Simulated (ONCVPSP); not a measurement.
**What one change does to a pseudopotential (oxygen (O), ONCV)**

O, optimised norm-conserving Vanderbilt (ONCV), made with ONCVPSP 4.0.1 (PBE, scalar-relativistic). Core [He], reference 2s2 2p3 (charge +1). Waves: 2s: rc 0.70 bohr, ncon 3, nbas 7, qcut 9.6 1/bohr, 2 projectors, debl 0.3 Ha; 2p: rc 1.75 bohr, ncon 5, nbas 8, qcut 7.8 1/bohr, 2 projectors, debl 3.3 Ha; d scattering state at 0.31 Ha: rc 1.35 bohr, ncon 4, nbas 7, qcut 6.5 1/bohr, 1 projector. Local part: polynomial inside 0.45 bohr (lpopt 5, dvloc0 6 Ha). Core correction: polynomial model core, fcfact 0.6.

In the s channel the program set the typed energies aside and used -1.458, 0.250 Ha.

Change: s: qcut 12.9; p: qcut 10.5; d: qcut 8.7.

Cutoffs: the cutoffs (Ha) at which the residual kinetic energy of the hardest occupied pseudo-wave falls to 1 and 0.1 mHa per electron; they do not see the model core or the augmentation charge, which bear on the density cutoff. Errors are all-electron minus pseudo energies relative to the spin-unpolarised reference configuration.

Problem. What does the change do?

Solution. The potential gets neither clearly harder nor softer (42 Ha and 81 Ha → 46 Ha and 58 Ha); the s channel sets the loose cutoff, while the largest relative change is in p, which becomes harder; of the 4 tests that both files solve, the error grows in 0 and shrinks in 4 by more than 15 % and 0.3 meV (median size 490.5 → 345.4 meV); neither file shows a bound ghost.

| quantity | base | changed |
| --- | --- | --- |
| cutoff, loose | 42 Ha | 46 Ha |
| cutoff, tight | 81 Ha | 58 Ha |
| loose cutoff by channel | s 42 Ha, p 25 Ha | s 46 Ha, p 31 Ha |
| bound ghosts | none | none |
| GHOST(+) flags under 300 eV | d at 199.4 eV | none |
| error for 2s2 2p4, meV [ΔE -16.43 eV] | +44 | +30 |
| error for 2s2 2p2, meV [ΔE 33.59 eV] | +137 | +95 |
| error for 2s2 2p1, meV [ΔE 87.45 eV] | +844 | +596 |
| error for 2s2 2p0, meV [ΔE 164.36 eV] | +2721 | +1967 |
| s: phases at 0.71 bohr within 0.05 rad from the reference energy up to (Ha; the scan ends near 5) | to the end of the scan | to the end of the scan |
| p: phases at 1.78 bohr within 0.05 rad from the reference energy up to (Ha; the scan ends near 5) | to the end of the scan | to the end of the scan |
| d: phases at 1.37 bohr within 0.05 rad from the reference energy up to (Ha; the scan ends near 5) | to the end of the scan | to the end of the scan |
| rms error of d²Exc/dni dnj with the model core, mHa | 2.18 | 2.18 |
